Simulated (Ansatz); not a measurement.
Geometry optimisation, RKS PBE0/def2-SVP (Ansatz 0.2.0).

Input:

```yaml
crystal:
  periodic: [false, false, false]
  atoms:
    - { symbol: Ti, position_ang: [-0.059699, 0.181152, 0.069012] }
    - { symbol: "N", position_ang: [-0.056527, 0.115594, 2.047849] }
    - { symbol: H, position_ang: [-0.679476, 0.691778, 2.609483] }
    - { symbol: H, position_ang: [0.819063, -0.09139, 2.526852] }
    - { symbol: Cl, position_ang: [1.898693, 0.586404, -0.758357] }
    - { symbol: Cl, position_ang: [-1.368056, 1.844112, -0.38179] }
    - { symbol: Cl, position_ang: [-0.988912, -1.606899, -0.815744] }
    - { symbol: O, position_ang: [1.339796, -2.262538, 1.389812] }
    - { symbol: H, position_ang: [1.121701, -2.855591, 0.661397] }
    - { symbol: H, position_ang: [0.462418, -2.07082, 1.791887] }
basis:
  gaussian: { orbitals: def2-SVP }
hamiltonian:
  xc: pbe0
relax:
  f_tol: 0.03
  max_steps: 50
```

Command:

```bash
$ ansatz run input.yaml --threads 4 --pin off --max-ram 5120MiB --backend cpu --events-out ev --progress --plain --runs-dir out
```

Where does it end, and by what steps?

The forces met the threshold. After 13 steps the energy has fallen by 0.669 eV; H9 moved furthest, 1.17 Å. Joined: Ti1–O8 (3.11 → 2.30 Å).

```json
{"step": "0", "energy less start (eV)": "0.0000", "largest force component (eV/Å)": "2.528", "accepted": "yes"}
{"step": "1", "energy less start (eV)": "-0.2064", "largest force component (eV/Å)": "1.563", "accepted": "yes"}
{"step": "2", "energy less start (eV)": "-0.3263", "largest force component (eV/Å)": "1.448", "accepted": "yes"}
{"step": "3", "energy less start (eV)": "-0.3892", "largest force component (eV/Å)": "1.603", "accepted": "yes"}
{"step": "4", "energy less start (eV)": "-0.4625", "largest force component (eV/Å)": "1.324", "accepted": "yes"}
{"step": "5", "energy less start (eV)": "-0.5388", "largest force component (eV/Å)": "0.308", "accepted": "yes"}
{"step": "6", "energy less start (eV)": "-0.5824", "largest force component (eV/Å)": "0.224", "accepted": "yes"}
{"step": "7", "energy less start (eV)": "-0.6136", "largest force component (eV/Å)": "0.335", "accepted": "yes"}
{"step": "8", "energy less start (eV)": "-0.5986", "largest force component (eV/Å)": "1.191", "accepted": "no"}
{"step": "9", "energy less start (eV)": "-0.6386", "largest force component (eV/Å)": "0.221", "accepted": "yes"}
{"step": "10", "energy less start (eV)": "-0.6559", "largest force component (eV/Å)": "0.146", "accepted": "yes"}
{"step": "11", "energy less start (eV)": "-0.6620", "largest force component (eV/Å)": "0.277", "accepted": "yes"}
{"step": "12", "energy less start (eV)": "-0.6683", "largest force component (eV/Å)": "0.035", "accepted": "yes"}
{"step": "13", "energy less start (eV)": "-0.6691", "largest force component (eV/Å)": "0.017", "accepted": "yes"}
```

```xyz
10
Properties=species:S:1:pos:R:3
Ti -0.059 -0.109 0.321
N -0.063 0.323 2.097
H -0.469 1.169 2.488
H 0.354 -0.288 2.794
Cl 1.923 0.065 -0.721
Cl -1.099 1.673 -0.393
Cl -1.470 -1.743 -0.294
O 1.022 -1.928 1.220
H 1.857 -1.954 0.728
H 0.494 -2.676 0.901
```

Whether the end is a true minimum wasn't checked by a vibrational analysis.

Run time: 57 s on 4 threads of Arm Neoverse V1, on a shared host, peak memory 0.41 GiB.
